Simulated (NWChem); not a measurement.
System: CHAgO; SMILES [C-](->[AgH])#[O+]

The following NWChem deck was run.

```
start job
memory heap 200 mb stack 900 mb global 1100 mb
geometry units angstroms noautosym nocenter noautoz
  Ag    -0.458406     0.480837     0.007726
  H     -0.848384     2.073567     0.013442
  O      0.319778    -2.625205    -0.003541
  C      0.042134    -1.534172     0.000507
end
basis spherical
  * library def2-svpd
end
ecp
  Ag library def2-ecp
end
dft
  xc pbe0
  iterations 150
end
tddft
  cis
  nroots 6
  notriplet
end
task tddft energy
```

The geometry was optimised at PBE0/def2-SVP. Not confirmed as a minimum by frequencies. def2 effective core potentials on Ag; no spin-orbit coupling.

Vertical excitations in the gas phase.

**Question.** What results follow from this input? (PBE0/def2-SVPD with def2 effective core potentials on Ag, TDA.) Quantities: lowest excitation, singlet (eV); oscillator strength of that lowest state; lowest state with f > 0.02, singlet (eV); oscillator strength of that bright state; orbital gap (eV).

**Answer.** 
```
Property                                  Value
----------------------------------------  -----
lowest excitation, singlet (eV)            3.16
oscillator strength of that lowest state  0.025
lowest state with f > 0.02, singlet (eV)   3.16
oscillator strength of that bright state  0.025
orbital gap (eV)                           4.30
```
